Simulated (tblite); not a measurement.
C3H13BOSi.
Atom-mapped SMILES: `[CH3:1][CH2:2][BH2-:3][O+:4]([CH3:5])[SiH3:6]` (hydrogens: H7, H8, H9 on C1; H10, H11 on C2; H12, H13 on B3; H14, H15, H16 on C5; H17, H18, H19 on Si6)

Computed with GFN2-xTB (tblite), gas phase: L-BFGS steps from a force-field or distance-geometry start until the largest atomic force falls under 0.01 eV/Å.

Step 13: E = -547.3732 eV
```
atom  x, y, z in Å  |  force x, y, z in eV/Å
C1      2.1612    0.5125   -0.8955    0.011   0.092  -0.052
C2      1.5695   -0.8079   -0.4150   -0.006  -0.068  -0.018
B3      0.4203   -0.6986    0.7121   -0.052   0.007   0.147
O4     -0.8941    0.2843    0.2223    0.215  -0.143   0.008
C5     -1.5343   -0.2453   -0.9099   -0.006   0.039  -0.160
Si6    -1.7982    0.9276    1.4578    0.112   0.011   0.018
H7      2.4904    1.1117   -0.0509   -0.013   0.022   0.045
H8      3.0188    0.3512   -1.5476    0.039  -0.029  -0.036
H9      1.4273    1.0871   -1.4556   -0.081   0.082  -0.001
H10     2.3837   -1.3897    0.0292   -0.063  -0.002   0.075
H11     1.2575   -1.3896   -1.2855   -0.070  -0.008  -0.108
H12    -0.1305   -1.7171    0.9616   -0.011  -0.204  -0.076
H13     0.7620   -0.1333    1.6890    0.144   0.116   0.127
H14    -0.7662   -0.4475   -1.6521   -0.064  -0.106  -0.068
H15    -2.2545    0.4670   -1.3145    0.010   0.096  -0.001
H16    -2.0719   -1.1635   -0.6583    0.136  -0.045  -0.052
H17    -2.4664   -0.2014    2.0923   -0.151   0.043   0.192
H18    -2.7432    1.7929    0.7605   -0.127   0.075  -0.047
H19    -0.8411    1.6687    2.2527   -0.022   0.025   0.006
```

Step 14: E = -547.3859 eV
```
atom  x, y, z in Å  |  force x, y, z in eV/Å
C1      2.1601    0.5156   -0.8963   -0.007   0.079  -0.050
C2      1.5665   -0.8063   -0.4191    0.027  -0.057  -0.019
B3      0.4278   -0.7095    0.7171   -0.122   0.046   0.120
O4     -0.9020    0.2575    0.2384    0.147  -0.074  -0.057
C5     -1.5302   -0.2472   -0.9150   -0.011   0.032  -0.093
Si6    -1.8080    0.9263    1.4600    0.218  -0.031  -0.027
H7      2.4914    1.1138   -0.0501   -0.026  -0.010   0.013
H8      3.0179    0.3516   -1.5499   -0.013  -0.001  -0.014
H9      1.4224    1.0908   -1.4522   -0.038   0.082  -0.005
H10     2.3818   -1.3871    0.0218   -0.032  -0.041   0.069
H11     1.2502   -1.3860   -1.2901   -0.049   0.007  -0.092
H12    -0.1120   -1.7303    0.9693   -0.026  -0.261  -0.068
H13     0.7654   -0.1397    1.6902    0.165   0.140   0.164
H14    -0.7502   -0.4403   -1.6519   -0.169  -0.060  -0.002
H15    -2.2479    0.4802   -1.3080    0.109  -0.024   0.012
H16    -2.0708   -1.1706   -0.6793    0.151   0.021  -0.108
H17    -2.4911   -0.1742    2.1215   -0.158  -0.011   0.197
H18    -2.7418    1.7913    0.7562   -0.180   0.115  -0.102
H19    -0.8392    1.6735    2.2301    0.013   0.047   0.061
```

Step 15: E = -547.3999 eV
```
atom  x, y, z in Å  |  force x, y, z in eV/Å
C1      2.1583    0.5204   -0.8978   -0.040   0.025  -0.027
C2      1.5628   -0.8049   -0.4242    0.028  -0.018  -0.001
B3      0.4338   -0.7211    0.7244   -0.146   0.046   0.075
O4     -0.9076    0.2242    0.2554    0.019   0.020  -0.109
C5     -1.5248   -0.2490   -0.9217    0.006   0.012   0.023
Si6    -1.8159    0.9235    1.4611    0.221  -0.076  -0.062
H7      2.4923    1.1162   -0.0488   -0.040  -0.047  -0.033
H8      3.0166    0.3518   -1.5527   -0.075   0.042   0.009
H9      1.4156    1.0967   -1.4483    0.023   0.071  -0.005
H10     2.3787   -1.3848    0.0148   -0.005  -0.075   0.039
H11     1.2401   -1.3816   -1.2971   -0.007   0.036  -0.042
H12    -0.0899   -1.7507    0.9769   -0.018  -0.251  -0.054
H13     0.7729   -0.1452    1.6943    0.149   0.126   0.152
H14    -0.7346   -0.4335   -1.6532   -0.232  -0.007   0.037
H15    -2.2376    0.4957   -1.2998    0.190  -0.142   0.020
H16    -2.0665   -1.1787   -0.7059    0.139   0.083  -0.153
H17    -2.5233   -0.1412    2.1602   -0.102   0.003   0.140
H18    -2.7433    1.7912    0.7499   -0.157   0.086  -0.119
H19    -0.8371    1.6800    2.2049    0.049   0.065   0.109
```

Problem. Estimate the geometry and energy of step 16. (The exact step hangs on the optimiser's Hessian estimate; all steps are aligned on step 15, rigid shifts and turns removed.)

Solution. E = -547.4106 eV, largest force 0.260 eV/Å
```
atom  x, y, z in Å  |  force x, y, z in eV/Å
C1      2.1561    0.5246   -0.8993   -0.068  -0.035   0.006
C2      1.5597   -0.8040   -0.4279   -0.002   0.016   0.031
B3      0.4354   -0.7287    0.7312   -0.106   0.011   0.038
O4     -0.9095    0.1990    0.2656   -0.068   0.094  -0.095
C5     -1.5198   -0.2504   -0.9266    0.029  -0.010   0.108
Si6    -1.8182    0.9195    1.4601    0.118  -0.064  -0.052
H7      2.4921    1.1176   -0.0481   -0.046  -0.065  -0.057
H8      3.0142    0.3524   -1.5547   -0.110   0.072   0.016
H9      1.4103    1.1028   -1.4452    0.063   0.056  -0.007
H10     2.3753   -1.3841    0.0113    0.004  -0.084   0.000
H11     1.2315   -1.3775   -1.3031    0.031   0.059   0.015
H12    -0.0729   -1.7707    0.9810    0.007  -0.167  -0.040
H13     0.7821   -0.1476    1.6998    0.094   0.071   0.088
H14    -0.7274   -0.4297   -1.6555   -0.197   0.027   0.020
H15    -2.2262    0.5061   -1.2929    0.189  -0.179   0.007
H16    -2.0600   -1.1837   -0.7282    0.085   0.081  -0.154
H17    -2.5498   -0.1145    2.1927   -0.011   0.058   0.046
H18    -2.7472    1.7921    0.7441   -0.070   0.001  -0.089
H19    -0.8357    1.6861    2.1881    0.060   0.058   0.120
```

The energy changes by -0.0108 eV. The first-order estimate −F·Δx gives -0.0155 eV and the mean of the old and new forces, exact on a quadratic surface, -0.0107 eV. The step makes an angle of 74° with the force vector and moves no atom by more than 0.050 Å.

The cost below is that of the whole relaxation. Hardware: one thread, Arm Neoverse N1 (aarch64), shared host. Cost: 1.4 s.
